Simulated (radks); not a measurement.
The numbers below are computed, except where a source is named.
Mo VII, 36 electrons, occupied as [Kr].

Code: a radial shooting solver on a logarithmic mesh with Libxc functionals. Model: scalar-relativistic Kohn-Sham, PBE, spin-polarised, spherical densities, point nucleus.

Energy parts (eV):
| part | energy |
|---|---|
| total | -109958.004 |
| kinetic | 113389.662 |
| electron-nucleus | -261911.959 |
| Hartree | 41851.447 |
| exchange-correlation | -3287.154 |

Orbitals (lengths in bohr, moments of r in powers of bohr; r(max) is where P^2 peaks; r(90%) holds 90 % of the orbital's charge):
orbital,occ.,eigenvalue (eV),r(max),<r^2>,r(90%)
1s,2,-19908.73,0.02287,0.001669,0.0630
2s,2,-2886.719,0.1296,0.02785,0.237
2p,6,-2589.811,0.1036,0.02192,0.218
3s,2,-562.1479,0.3834,0.2103,0.633
3p,6,-464.8481,0.3769,0.2151,0.650
3d,10,-306.7511,0.3221,0.2060,0.661
4s,2,-144.6906,0.9738,1.276,1.53
4p,6,-117.1704,1.042,1.507,1.68

The highest occupied level is 4p at -117.17 eV. For comparison, the ionisation energy in NIST's Atomic Spectra Database is 125.64 eV (semi-empirical). In exact Kohn-Sham theory the highest level is minus the ionisation energy, but local and semilocal functionals leave it too shallow, through self-interaction and a potential that decays too fast; potentials with the right tail come closer.
